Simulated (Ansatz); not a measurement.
Wavefunction ladder for CH9GeNSi, SMILES `C[N]([SiH3])[GeH3]`

Cartesian coordinates in Å:
```
C 0.110 1.519 -0.018
N 0.119 0.064 -0.062
Si -0.329 -0.709 -1.530
Ge 0.246 -0.789 1.564
H 0.881 1.898 0.662
H 0.328 1.936 -1.007
H -0.854 1.931 0.308
H -0.072 -2.165 -1.386
H 0.474 -0.146 -2.652
H -1.766 -0.520 -1.895
H 1.484 -0.223 2.285
H 0.381 -2.293 1.301
H -1.001 -0.503 2.429
```

Total charge 0; spin multiplicity 1. Correlated methods include outer-core shells of Ge, which these sets cover unevenly. Scalar relativity is left out up to krypton. The structure was optimised at the PBE0-D4/def2-TZVP level. Frozen core, restricted reference, Ansatz 0.2.0.

```
     basis      HF (Eh)  MP2 corr.
  def2-SVP  -2461.43937   -0.65526
def2-TZVPP  -2461.91781   -0.78431
def2-QZVPP  -2461.97434   -1.08296
```

Task: Estimate the CCSD correlation energy and the (T) correction in each basis where they were run (hartree).

Result: 
| basis | CCSD corr. | (T) |
| --- | --- | --- |
| def2-SVP | -0.70782 | -0.01966 |
| def2-TZVPP | -0.83324 | -0.03036 |
